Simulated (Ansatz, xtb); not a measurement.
**A geometry optimisation of C3H7NSi with r2SCAN-D4/def2-SVP**

The starting geometry of this gas-phase singlet was built from a drawn formula by distance geometry and a force field; its bonds are those of `C[C@@H]1C=N[SiH2]1`.

```xyz
12

C    -1.2226    0.9708   -3.0228
C    -1.3149    0.5881   -1.5907
C    -1.6986    1.7397   -0.5951
N    -0.7052    1.8775    0.1583
Si    0.2591    0.6172   -0.5703
H    -0.7744    0.2164   -3.5854
H    -0.6984    1.8879   -3.2429
H    -2.2381    1.0860   -3.4619
H    -1.8621   -0.2998   -1.4021
H    -2.6906    2.2406   -0.6193
H     0.4905   -0.4813    0.3365
H     1.4311    1.2188   -1.2292
```

**Question.** Predict what becomes of its bonds when it is optimised with r2SCAN-D4/def2-SVP.

**Answer.** It keeps its bonds, and is `C[C@@H]1C=N[SiH2]1`.

The energy falls by 0.58 eV over 8 steps:

```json
{"step": "1", "E − E(last) (eV)": "0.576"}
{"step": "2", "E − E(last) (eV)": "0.076"}
{"step": "3", "E − E(last) (eV)": "0.016"}
{"step": "4", "E − E(last) (eV)": "0.008"}
{"step": "5", "E − E(last) (eV)": "0.008"}
{"step": "6", "E − E(last) (eV)": "0.001"}
{"step": "7", "E − E(last) (eV)": "0.000"}
{"step": "8", "E − E(last) (eV)": "0.000"}
```

Final geometry (Å):

```yaml
atoms:
  - { symbol: C, position_ang: [-1.2808, 0.9616, -3.0853] }
  - { symbol: C, position_ang: [-1.2858, 0.5819, -1.6078] }
  - { symbol: C, position_ang: [-1.6789, 1.6836, -0.6238] }
  - { symbol: N, position_ang: [-0.7892, 1.9176, 0.2818] }
  - { symbol: Si, position_ang: [0.2671, 0.6756, -0.4924] }
  - { symbol: H, position_ang: [-0.8956, 0.1375, -3.7059] }
  - { symbol: H, position_ang: [-0.6499, 1.8451, -3.2754] }
  - { symbol: H, position_ang: [-2.2979, 1.1966, -3.4436] }
  - { symbol: H, position_ang: [-1.9042, -0.3212, -1.4429] }
  - { symbol: H, position_ang: [-2.6391, 2.2434, -0.6794] }
  - { symbol: H, position_ang: [0.6266, -0.4916, 0.3669] }
  - { symbol: H, position_ang: [1.5035, 1.2316, -1.1170] }
```

From the same start GFN2-xTB reaches the same bonding as this run.

No frequencies were run, so the end isn't proven a minimum. Run with Ansatz 0.2.0, 17 s on 2 threads of Intel(R) Xeon(R) Processor @ 2.70GHz, on a shared host.
